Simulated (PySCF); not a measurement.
Gas-phase reaction: 3 HI + BH2 ⇌ BI3 + 5 H, at 1200 K and a standard pressure of 1 bar. Level: CCSD(T)/def2-SVP†.

Energies from PySCF, thermal terms from the rigid-rotor harmonic-oscillator model, ideal gas at 1 bar. S°(298 K) at PBE0/def2-TZVP differs from the NASA 1993 table for BH2 (+14 J/mol/K); whether the harmonic model or the table's entry is off was not settled. † marks an energy on the PBE0/def2-TZVP geometry and frequencies. CCSD(T) freezes the core. Open shells (unrestricted): BH2 (multiplicity 2), H (multiplicity 2); the rest are closed-shell singlets. I: scalar-relativistic def2 core potential, no spin-orbit coupling. CCSD(T) isn't extrapolated to the basis-set limit; its ΔH°(298 K) is 678.5 kJ in def2-SVP and 710.5 kJ in def2-TZVPP. The harmonic model lacks anharmonicity and excited electronic states, which grow with temperature; levels with a mode under 35 cm⁻¹ are left out. Soft modes under 120 cm⁻¹ make the harmonic entropy rough for BI3.

| species | E (Ha) | H(1200 K) − E (kJ/mol) | S°(1200 K) (J/mol/K) |
|---|---|---|---|
| HI | -297.37578 | 50.7 | 249.0 |
| BH2 | -25.81752 | 85.7 | 250.3 |
| BI3 | -915.16901 | 101.2 | 458.0 |
| H | -0.49928 | 24.9 | 143.7 |
E: electronic energy; H − E holds the zero-point and thermal terms. 1 Ha = 2625.5 kJ/mol.

**Question.** Work out ΔH°, ΔS°, ΔG° and log10 K from these numbers.

**Answer.** 1. ΔE = 1×(-915.16901) + 5×(-0.49928) − 3×(-297.37578) − 1×(-25.81752) = 0.27945 Ha = 733.7 kJ.
2. Δ(H − E) = 1×(101.2) + 5×(24.9) − 3×(50.7) − 1×(85.7) = -12.1 kJ, so ΔH° = 721.6 kJ.
3. ΔS° = 1×(458.0) + 5×(143.7) − 3×(249.0) − 1×(250.3) = 179.2 J/K; the number of gas molecules changes by +2.
4. ΔG° = ΔH° − TΔS° = 721.6 − 1200×(179.2)/1000 = 506.6 kJ.
5. log10 K = −ΔG°/(RT ln 10) = -22.05, with RT ln 10 = 22.97 kJ/mol; at standard pressures the reactants are favoured.
6. A shift of 10 kJ in ΔE would move log10 K by 0.44 here.
For scale, ΔH°(298 K) is 679 kJ at this level, 704 kJ at ωB97M-V/def2-TZVP†, and runs from 583 to 960 kJ over the 18 levels computed.
